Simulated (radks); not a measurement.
Polarisability of the cobalt ion Co3+, [Ar] 3d6, at imaginary frequency. Calculated with a radial shooting solver on a logarithmic mesh with Libxc functionals: scalar-relativistic Kohn-Sham, LDA (Slater exchange, VWN5 correlation), spin-polarised, spherical densities, finite nucleus; open shells are filled with parallel spins first; Fermi nuclear charge, rms radius 3.7875 fm. Response by self-consistent Sternheimer equations with the Hartree and adiabatic LDA kernel, the relativistic mass of each level held fixed and spin-orbit coupling left out.

w (hartree)  alpha1(iw) (bohr^3)
0.00266                    1.878
0.0143                     1.878
0.0360                     1.877
0.0697                     1.872
0.118                      1.861
0.186                      1.836
0.280                      1.787
0.413                      1.699
0.605                      1.556
0.892                      1.351
1.35                       1.086
2.12                      0.7765
3.59                      0.4543
6.94                      0.1894
17.5                     0.04344

Static values: alpha1 = 1.878 bohr^3 (0.2784 angstrom^3; uncoupled 2.315). C6 = 4.545, triple-dipole C9 = 5.793 atomic units. One-pole (London) frequency 4 C6 / (3 alpha1^2) = 1.717 hartree, against 1.575 for minus the highest occupied eigenvalue.
